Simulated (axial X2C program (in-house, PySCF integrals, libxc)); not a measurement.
## Correcting the dissociation energy of GeB for spin–orbit coupling

A spin-free CCSD(T) curve (one-electron X2C) was computed with an axial X2C code built on PySCF integrals, basis Ge dyall-cv3z [9s9p7d4f1g], B dyall-v3z [7s6p2d1f] (cores contracted in-house), for the state M_S = 3/2, Λ = 0 (beyond evenly filled blocks: σα, π+α, π-α). It gives D0 = 2.812 eV to Ge + B, which in a spin-free picture are the weighted means of the ground terms.

Correlated methods: 7 electrons correlated (number of frozen shells: Ge 3 s, 2 p, 1 d; B 1 s), 213 virtual spin orbitals or spinors in MP2, 89 natural virtuals in coupled cluster.

Measured levels of the ground terms (NIST Handbook of Basic Atomic Spectroscopic Data), in cm⁻¹: Ge 3P: J = 0 at 0, J = 1 at 557.1, J = 2 at 1410; B 2P: J = 1/2 at 0, J = 3/2 at 15.3.

The molecular state has Λ = 0, so it has no first-order lowering.

(1) How far does each ground level lie under the (2J+1)-weighted mean of its term?

(2) Correct D0.

Second-order spin–orbit effects in the molecule, which grow quickly with Z, are left out. Occupations by symmetry block were frozen at the best pattern of an incomplete PBE0 search. De is counted from the lowest determinant-based energies of the atoms at the same level, without counterpoise correction. CCSD and (T) use frozen natural virtuals with an MP2 correction for the truncation; (T) itself is uncorrected, so its De runs slightly low. Other states lie close and PBE0, whose exact exchange favours high spin, may order them wrongly; the determinant shown need not be the ground state. The nearest other spin-free determinant of the search, M_S = 1/2, Λ = 0, lies 0.33 eV up at the distance of the search. With the outer-core shells frozen, correlated bond lengths of heavy atoms tend to come out a few hundredths of an ångström too long.

## Answers

(1) Ge: (1 × 0 + 3 × 557.1 + 5 × 1410)/9 = 969 cm⁻¹; B: (2 × 0 + 4 × 15.3)/6 = 10 cm⁻¹.

(2) D0 = 2.812 + (0 − 979)/8065.5 = 2.691 eV at CCSD(T) with these spin–orbit terms.
